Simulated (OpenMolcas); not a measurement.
A run on Ir4+ among 6 point charges of -1.5 e arranged as a tetragonal octahedron (D4h), 2.09 Å from the ion, with the axial distance 2.174 Å.
```
   2.0900    0.0000    0.0000  -1.50
   0.0000    2.0900    0.0000  -1.50
  -2.0900    0.0000    0.0000  -1.50
   0.0000   -2.0900    0.0000  -1.50
   0.0000    0.0000    2.1736  -1.50
   0.0000    0.0000   -2.1736  -1.50
```

```yaml
Program: OpenMolcas 26.06
Method: CASSCF
Basis: ANO-RCC-VDZP [7s6p4d2f]
Scalar_Hamiltonian: DKH2, point nucleus
Active_space: 5 electrons in 5 orbitals (5d)
State_averaging: 2S+1 = 6 even, 1 root; 2S+1 = 4 even, 24 roots; 2S+1 = 2 even, 75 roots
Spin-orbit_coupling: RASSI with atomic mean-field integrals over the reference wave functions
```

59 basis functions. Blocks (2S+1, parity, CSFs, roots kept): 6, even, 1, 1; 4, even, 24, 24; 2, even, 75, 75.

Q: How long do the RASSCF and RASSI steps take on 1 thread of Intel(R) Xeon(R) Platinum 8488C (Sapphire Rapids) (shared host)?

A: About 28 s of wall time, without the integral step.
